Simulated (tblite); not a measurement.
Species: C₇H₁₁BrO₂.
SMILES with atom numbers: `[CH3:1][O:2][C@H:3]1[CH2:4][C@@:5]([CH3:6])([C:7](=[O:8])[Br:9])[CH2:10]1` (hydrogens: H11, H12, H13 on C1; H14 on C3; H15, H16 on C4; H17, H18, H19 on C6; H20, H21 on C10)

Computed with GFN2-xTB (tblite), gas phase: L-BFGS steps from a force-field or distance-geometry start until the largest atomic force falls under 0.01 eV/Å.

Step 44: E = -892.5687 eV
```
atom  x, y, z in Å  |  force x, y, z in eV/Å
C1      2.8694    0.7702   -0.0304    0.013   0.002  -0.006
O2      1.6512    0.6549    0.6613    0.022  -0.012  -0.023
C3      0.9676   -0.5506    0.4476   -0.015  -0.004   0.009
C4     -0.3625   -0.4812    1.2100   -0.025   0.024   0.022
C5     -1.0655   -0.1019   -0.1089   -0.007  -0.004   0.016
C6     -2.4074   -0.7654   -0.3816    0.007  -0.009   0.005
C7     -1.2116    1.3743   -0.2926    0.038   0.020  -0.019
O8     -0.8320    2.0626   -1.1718   -0.018  -0.018   0.039
Br9    -2.2631    2.2115    1.1516    0.010  -0.023  -0.009
C10     0.1728   -0.6106   -0.8782   -0.012   0.000   0.012
H11     3.2697    1.7465    0.2365    0.029  -0.028  -0.033
H12     3.5734   -0.0149    0.2763   -0.028   0.024  -0.023
H13     2.7256    0.7173   -1.1159    0.031   0.007   0.037
H14     1.6199   -1.4102    0.6546    0.006   0.011  -0.011
H15    -0.3792    0.2566    2.0069   -0.016   0.025   0.031
H16    -0.6978   -1.4438    1.5869    0.012   0.008   0.006
H17    -3.1487   -0.4115    0.3328   -0.030  -0.012  -0.044
H18    -2.3090   -1.8423   -0.2703   -0.011  -0.013  -0.031
H19    -2.7443   -0.5431   -1.3930   -0.027  -0.019   0.027
H20     0.0448   -1.6300   -1.2341   -0.001   0.022  -0.028
H21     0.5178    0.0285   -1.6880    0.023  -0.002   0.024
```

Step 45: E = -892.5694 eV
```
atom  x, y, z in Å  |  force x, y, z in eV/Å
C1      2.8689    0.7679   -0.0314    0.026   0.004  -0.012
O2      1.6501    0.6566    0.6600    0.047  -0.008  -0.034
C3      0.9668   -0.5493    0.4475   -0.002   0.010   0.015
C4     -0.3623   -0.4783    1.2111   -0.031   0.019   0.009
C5     -1.0657   -0.1004   -0.1084   -0.013  -0.004   0.001
C6     -2.4060   -0.7669   -0.3816   -0.009  -0.010   0.003
C7     -1.2108    1.3763   -0.2903    0.039   0.034  -0.063
O8     -0.8263    2.0678   -1.1657   -0.030  -0.053   0.077
Br9    -2.2716    2.2066    1.1489    0.004  -0.010   0.001
C10     0.1720   -0.6091   -0.8781    0.006  -0.001   0.017
H11     3.2741    1.7428    0.2344    0.017  -0.037  -0.032
H12     3.5702   -0.0200    0.2764   -0.040   0.037  -0.032
H13     2.7250    0.7150   -1.1176    0.035   0.005   0.057
H14     1.6213   -1.4078    0.6532   -0.007   0.010  -0.004
H15    -0.3796    0.2610    2.0073   -0.010   0.006   0.019
H16    -0.6968   -1.4411    1.5875    0.004   0.006   0.018
H17    -3.1496   -0.4158    0.3312   -0.031  -0.004  -0.026
H18    -2.3069   -1.8437   -0.2711    0.001  -0.015  -0.025
H19    -2.7456   -0.5464   -1.3923   -0.013  -0.009   0.014
H20     0.0449   -1.6283   -1.2344   -0.006   0.020  -0.029
H21     0.5191    0.0300   -1.6870    0.014  -0.001   0.024
```

Step 46: E = -892.5701 eV
```
atom  x, y, z in Å  |  force x, y, z in eV/Å
C1      2.8691    0.7657   -0.0327    0.030   0.005  -0.014
O2      1.6499    0.6579    0.6583    0.051   0.002  -0.027
C3      0.9660   -0.5480    0.4478    0.009   0.021   0.015
C4     -0.3625   -0.4751    1.2126   -0.024   0.010  -0.004
C5     -1.0662   -0.0992   -0.1078   -0.016  -0.003  -0.011
C6     -2.4053   -0.7686   -0.3814   -0.021  -0.009  -0.001
C7     -1.2095    1.3781   -0.2883    0.016   0.031  -0.075
O8     -0.8207    2.0728   -1.1593   -0.027  -0.069   0.086
Br9    -2.2809    2.2019    1.1459    0.001   0.002   0.010
C10     0.1713   -0.6077   -0.8774    0.017  -0.002   0.015
H11     3.2786    1.7389    0.2318    0.012  -0.027  -0.023
H12     3.5675   -0.0242    0.2755   -0.031   0.028  -0.030
H13     2.7256    0.7131   -1.1185    0.032   0.002   0.044
H14     1.6224   -1.4058    0.6515   -0.020   0.008   0.008
H15    -0.3801    0.2657    2.0081   -0.007  -0.012   0.006
H16    -0.6956   -1.4384    1.5884   -0.004   0.007   0.029
H17    -3.1516   -0.4200    0.3292   -0.027   0.002  -0.004
H18    -2.3053   -1.8455   -0.2724    0.013  -0.013  -0.016
H19    -2.7477   -0.5498   -1.3912    0.002   0.002  -0.004
H20     0.0448   -1.6262   -1.2354   -0.009   0.013  -0.027
H21     0.5213    0.0315   -1.6851    0.003   0.003   0.022
```

Step 47: E = -892.5707 eV
```
atom  x, y, z in Å  |  force x, y, z in eV/Å
C1      2.8701    0.7638   -0.0339    0.025   0.005  -0.011
O2      1.6509    0.6587    0.6566    0.034   0.011  -0.008
C3      0.9657   -0.5467    0.4483    0.010   0.022   0.009
C4     -0.3630   -0.4723    1.2136   -0.008   0.001  -0.012
C5     -1.0670   -0.0983   -0.1077   -0.015  -0.005  -0.013
C6     -2.4052   -0.7703   -0.3811   -0.022  -0.006  -0.005
C7     -1.2085    1.3793   -0.2869   -0.017   0.014  -0.056
O8     -0.8154    2.0771   -1.1529   -0.013  -0.061   0.068
Br9    -2.2908    2.1982    1.1430    0.003   0.006   0.012
C10     0.1712   -0.6065   -0.8766    0.014  -0.002   0.008
H11     3.2826    1.7353    0.2292    0.016  -0.005  -0.011
H12     3.5656   -0.0271    0.2740   -0.007   0.003  -0.018
H13     2.7271    0.7116   -1.1187    0.024  -0.002   0.007
H14     1.6226   -1.4045    0.6502   -0.026   0.006   0.020
H15    -0.3803    0.2693    2.0087   -0.008  -0.020  -0.003
H16    -0.6948   -1.4360    1.5896   -0.009   0.012   0.033
H17    -3.1539   -0.4233    0.3278   -0.018   0.001   0.009
H18    -2.3039   -1.8474   -0.2735    0.017  -0.006  -0.008
H19    -2.7497   -0.5527   -1.3903    0.012   0.010  -0.017
H20     0.0444   -1.6242   -1.2366   -0.008   0.007  -0.022
H21     0.5235    0.0327   -1.6832   -0.005   0.010   0.018
```

**Question.** Estimate the geometry and energy of step 48. (The exact step hangs on the optimiser's Hessian estimate; all steps are aligned on step 47, rigid shifts and turns removed.)

**Answer.** E = -892.5710 eV, largest force 0.048 eV/Å
```
atom  x, y, z in Å  |  force x, y, z in eV/Å
C1      2.8713    0.7626   -0.0350    0.017   0.004  -0.008
O2      1.6523    0.6596    0.6552    0.013   0.015   0.008
C3      0.9656   -0.5453    0.4488    0.004   0.016   0.001
C4     -0.3635   -0.4705    1.2140    0.003  -0.004  -0.011
C5     -1.0679   -0.0977   -0.1079   -0.012  -0.010  -0.006
C6     -2.4056   -0.7716   -0.3810   -0.015  -0.003  -0.007
C7     -1.2085    1.3800   -0.2860   -0.043  -0.011  -0.018
O8     -0.8115    2.0798   -1.1477    0.005  -0.034   0.030
Br9    -2.2983    2.1962    1.1412    0.005   0.004   0.010
C10     0.1713   -0.6056   -0.8759    0.002   0.000  -0.001
H11     3.2858    1.7327    0.2273    0.022   0.014  -0.001
H12     3.5643   -0.0293    0.2725    0.017  -0.018  -0.007
H13     2.7286    0.7105   -1.1188    0.017  -0.003  -0.026
H14     1.6222   -1.4035    0.6497   -0.025   0.004   0.028
H15    -0.3806    0.2713    2.0090   -0.011  -0.018  -0.006
H16    -0.6946   -1.4342    1.5908   -0.009   0.016   0.030
H17    -3.1556   -0.4256    0.3271   -0.008  -0.003   0.011
H18    -2.3021   -1.8488   -0.2743    0.015   0.001  -0.003
H19    -2.7507   -0.5547   -1.3900    0.016   0.012  -0.021
H20     0.0439   -1.6226   -1.2376   -0.004   0.004  -0.016
H21     0.5248    0.0336   -1.6818   -0.007   0.017   0.013
```

The energy changes by -0.0004 eV. The first-order estimate −F·Δx gives -0.0005 eV and the mean of the old and new forces, exact on a quadratic surface, -0.0004 eV. The step makes an angle of 77° with the force vector and moves no atom by more than 0.008 Å.
